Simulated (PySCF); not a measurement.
## A search over the determinants of GaC⁺

Unrestricted PBE0; PySCF, no relativity, basis sets Ga 6-31G(d,p), C 6-31G(d,p). Outer shells of the fragments: Ga+ 3d10 4s2; C 2s2 2p2.

Followed along the bond (rough minima from three points):

| 2Ms+1 | unpaired | ⟨S²⟩ at the start | R at minimum (Å) | Te (eV) |
| --- | --- | --- | --- | --- |
| 3 | σ ↑, π ↑ | 2.01 | 2.59 | 0.00 |
| 3 | π ↑↑ | 2.13 | 2.07 | 0.08 |
| 1 | σ ↓, π ↑ | 1.02 | 2.51 | 0.38 |
| 1 | π ↑↓ | 1.00 | 2.09 | 0.56 |

Solutions found at the starting distance of 2.015 Å, counted from the lowest of them; the search is not exhaustive and high or unbound solutions are not listed, so other states can lie among these:

```csv
2Ms+1,unpaired,term,E (eV),⟨S²⟩,⟨Lz²⟩,μ (D)
3,π ↑↑,³Σ⁻,0.00,2.13,0.00,-0.76
3,"σ ↑, π ↑",³Π,0.43,2.01,1.00,1.03
1,π ↑↓,mixed,0.48,1.00,2.01,-0.84
1,"σ ↓, π ↑",mixed,0.70,1.02,1.00,0.79
1,none,mixed,1.77,0.00,2.00,-0.72
3,"σ ↑↑, π ↑↓",mixed,2.89,3.00,2.01,-1.07
1,"σ ↓↓, π ↑↑",mixed,3.26,2.01,0.00,-1.39
3,"σ ↑, π ↑",³Π,4.53,2.08,1.01,-1.87
3,π ↑↑,mixed,4.54,2.11,2.01,1.34
1,"σ ↓, π ↑",mixed,4.88,1.25,1.00,-1.41
```

A term symbol is given only where ⟨S²⟩ and ⟨Lz²⟩ are close to those of a pure state; real π, δ and φ orbitals otherwise mix terms. A positive dipole points towards C; it is taken about the centre of mass and depends on that origin.

Problem. Compare the gap between the two lowest followed solutions at the starting distance with the gap between their minima.

Solution. At PBE0 the second solution (triplet, unpaired electrons π ↑↑) lies -0.43 eV from the first (triplet, unpaired electrons σ ↑, π ↑) at 2.015 Å and +0.08 eV at the minima; the two curves relax by different amounts, since their minima lie near 2.07 and 2.59 Å.

Spin–orbit coupling is left out. Counting both spins, an empty level lies below a filled one in some of these solutions, because spin and occupation are held.
